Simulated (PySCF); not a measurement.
**PbF3: one-bond stretch**

These are results of PySCF, UPBE0, basis Pb def2-TZVP with ECP60, F def2-TZVP (scalar-relativistic core potentials, no spin–orbit coupling, density fitting), not measurements.

Rigid scan from the doublet minimum (Pb–F 2.029 Å (×3); F–Pb–F 107.6° (×3)). Coordinate: the bond from Pb to the last atom (F) scaled, the rest fixed. Energies in kJ/mol from the minimum.

```json
{"scale of one bond": "0.92", "E (kJ/mol)": "29.4", "dipole size (D)": "3.26", "⟨S²⟩": "0.76"}
{"scale of one bond": "0.96", "E (kJ/mol)": "6.3", "dipole size (D)": "3.31", "⟨S²⟩": "0.76"}
{"scale of one bond": "1.00", "E (kJ/mol)": "0.0", "dipole size (D)": "3.41", "⟨S²⟩": "0.76"}
{"scale of one bond": "1.05", "E (kJ/mol)": "6.9", "dipole size (D)": "3.56", "⟨S²⟩": "0.76"}
{"scale of one bond": "1.12", "E (kJ/mol)": "30.2", "dipole size (D)": "3.72", "⟨S²⟩": "0.76"}
{"scale of one bond": "1.20", "E (kJ/mol)": "61.3", "dipole size (D)": "3.73", "⟨S²⟩": "0.77"}
{"scale of one bond": "1.35", "E (kJ/mol)": "106.5", "dipole size (D)": "3.53", "⟨S²⟩": "0.77"}
{"scale of one bond": "1.55", "E (kJ/mol)": "136.8", "dipole size (D)": "–", "⟨S²⟩": "0.76"}
{"scale of one bond": "1.80", "E (kJ/mol)": "149.5", "dipole size (D)": "–", "⟨S²⟩": "0.75"}
{"scale of one bond": "2.20", "E (kJ/mol)": "152.3", "dipole size (D)": "–", "⟨S²⟩": "0.75"}
```

With an element this heavy the missing spin–orbit coupling can shift these numbers.

Other isomers or separated fragments may lie lower.
